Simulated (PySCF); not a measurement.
A GIAO shielding run with PySCF (density fitting, non-relativistic, gas phase) on `FCCC#[N+][AlH3-]`, C3H7AlFN:

```
$ OMP_NUM_THREADS=1 python probes_run.py task.json out

{"job": {"kind": "nmr", "xc": "PBE0", "basis": "def2-TZVP", "pop": true}, "charge": 0, "multiplicity": 1}
F     -3.517347    -0.009964     0.745642
C     -2.229581    -0.437667     0.633483
C     -1.358243     0.784731     0.345925
C      0.043521     0.452100     0.198408
N      1.152284     0.163115     0.081669
Al     3.110010    -0.367015    -0.135654
H     -1.918773    -0.923932     1.572396
H     -2.154857    -1.170003    -0.186646
H     -1.698964     1.276101    -0.579668
H     -1.459480     1.515443     1.164727
H      3.502631    -0.514618     1.412019
H      3.636581     0.928859    -0.918093
H      2.897352    -1.713828    -0.980261
```

Hardware: 1 thread of an Arm Neoverse V1, shared host. The job also computes population analyses, field gradients.

(1) How large is the calculation?

(2) How long does it take, and how much memory does it need?

(3) And these other runs on the same molecule and hardware: GIAO shielding at B3LYP/pcSseg-1; GIAO shielding at B97-D/pcSseg-1; GIAO shielding at BLYP/pcSseg-1; GIAO shielding at BP86/pcSseg-1; GIAO shielding at HF/pcSseg-1; GIAO shielding at KT2/pcSseg-1?

## Answers

(1) 54 electrons, 234 basis functions and 748 auxiliary functions.

(2) 30 s of wall time, with 14 SCF cycles and 5 response iterations; peak memory 0.95 GiB. Times on a shared host scatter by some tens of per cent.

(3) B3LYP/pcSseg-1: 144 functions, 16 s; B97-D/pcSseg-1: 144 functions, 19 s; BLYP/pcSseg-1: 144 functions, 18 s; BP86/pcSseg-1: 144 functions, 18 s; HF/pcSseg-1: 144 functions, 9.1 s; KT2/pcSseg-1: 144 functions, 18 s.
